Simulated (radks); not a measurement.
The numbers below are computed, except where a source is named.
Problem. Ar3+, configuration [Ne] 3s2 3p2 7d1 (not the ground configuration). Level of theory: Dirac Kohn-Sham, BLYP, spin-unpolarised, spherical densities, point nucleus; open shells are shared between the two j in proportion to 2j + 1 (a radial shooting solver on a logarithmic mesh with Libxc functionals).

Spin-orbit splittings of the eigenvalues, e(l+1/2) - e(l-1/2), with zeta = 2 splitting/(2l+1) and mean radii in bohr:

| shell | occ. | splitting (eV) | zeta (eV) | <r> j=l-1/2 | <r> j=l+1/2 |
|---|---|---|---|---|---|
| 2p | 6 | ? | ? | 0.3733 | 0.3757 |
| 3p | 2 | 0.2788 | 0.1859 | 1.334 | 1.339 |
| 7d | 1 | 0.0008587 | 0.0003435 | 14.60 | 14.60 |

Estimate the 2p splitting.

Solution. 2.259 eV (zeta = 1.506 eV).
